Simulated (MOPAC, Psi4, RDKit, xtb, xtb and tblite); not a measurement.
Relaxed torsion scan: C₃H₉FSi, SMILES F[SiH2]CCC. Scanned: dihedral C1–C2–C3–Si4; all other coordinates were relaxed at GFN2-xTB. Points at φ and −φ are mirror images.

Geometry of the scan point at 60° (Å):
```
14

C     -1.4992    -0.7941    -0.1520
C     -0.8966     0.5633    -0.4876
C      0.3250     0.8902     0.3703
Si     1.7655    -0.3344     0.2129
F      3.0554     0.3962     0.8534
H     -0.7966    -1.5922    -0.3804
H     -1.7480    -0.8486     0.9058
H     -2.4080    -0.9608    -0.7262
H     -1.6562     1.3363    -0.3410
H     -0.6139     0.5790    -1.5427
H      0.6831     1.8876     0.1011
H      0.0114     0.9532     1.4157
H      1.6153    -1.5436     1.0110
H      2.1411    -0.5903    -1.1715
```

Levels: GFN2-xTB (xtb and tblite); MMFF94 // GFN2-xTB (RDKit); PBE0/def2-TZVP // GFN2-xTB (Psi4); PBE0-D3(BJ)/def2-TZVP // GFN2-xTB (Psi4); PBE/def2-TZVP // GFN2-xTB (Psi4); PBE-D3(BJ)/def2-TZVP // GFN2-xTB (Psi4); UFF // GFN2-xTB (RDKit); PM6, restricted, heats of formation // GFN2-xTB (MOPAC); AM1, restricted, heats of formation // GFN2-xTB (MOPAC); GFN1-xTB // GFN2-xTB (xtb).

Least-squares fit of E(φ) = a0 + Σ (a_n cos nφ + b_n sin nφ), n = 1 to 4, to the 18 scan points, in kcal/mol above the lowest point of each profile (levels whose profile four harmonics don't fit are not listed):

```
method                   a0     a1    b1     a2    b2    a3    b3     a4    b4  rms of fit
---------------------  ----  -----  ----  -----  ----  ----  ----  -----  ----  ----------
GFN2-xTB               1.45   0.19  0.00   0.28  0.00  1.45  0.00   0.02  0.00        0.04
MMFF94                 3.37   2.68  0.00   1.50  0.00  2.03  0.00  -0.28  0.00        0.07
PBE0/def2-TZVP         1.83   0.88  0.00   0.24  0.00  1.27  0.00   0.06  0.00        0.06
PBE0-D3(BJ)/def2-TZVP  1.65   0.68  0.00   0.25  0.00  1.29  0.00   0.07  0.00        0.07
PBE/def2-TZVP          1.79   0.91  0.00   0.25  0.00  1.20  0.00   0.07  0.00        0.06
PBE-D3(BJ)/def2-TZVP   1.61   0.70  0.00   0.25  0.00  1.23  0.00   0.07  0.00        0.06
UFF                    3.50   2.34  0.00   1.29  0.00  2.35  0.00  -0.18  0.00        0.04
PM6                    0.68   0.53  0.00   0.25  0.00  0.40  0.00   0.04  0.00        0.05
AM1                    1.88   2.23  0.00   0.99  0.00  0.60  0.00  -0.03  0.00        0.05
GFN1-xTB               0.89  -0.19  0.00  -0.06  0.00  0.86  0.00   0.06  0.00        0.05
```

MMFF94 has few fitted parameters for silicon.
